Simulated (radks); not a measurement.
Question: Valence configurations of Tb+ (all share [Xe]). Calculated with a radial shooting solver on a logarithmic mesh with Libxc functionals: scalar-relativistic Kohn-Sham, PBE, spin-unpolarised, spherical densities, point nucleus. Order these by energy: 4f9 5d1; 4f7 6s1 6p2; 4f9 6s1; 4f8 5d1 6s1; 4f9 5d0.5 6p0.5; 4f10; 4f7 5d2 6s1; 4f7 5d1 6s2; 4f9 6p1; 4f8.5 5d0.5 6s1.

Answer: From the lowest, in eV above it: 4f9 6s1 0.000; 4f8.5 5d0.5 6s1 1.763; 4f10 1.778; 4f9 5d1 1.954; 4f9 5d0.5 6p0.5 2.554; 4f9 6p1 3.368; 4f8 5d1 6s1 4.681; 4f7 5d2 6s1 14.423; 4f7 5d1 6s2 14.510; 4f7 6s1 6p2 24.521. NIST lists [Xe] 4f9 6s1 as the ground configuration; this level of theory agrees among the configurations tried. The energies are those of spherical spin-averaged densities, not of single terms.
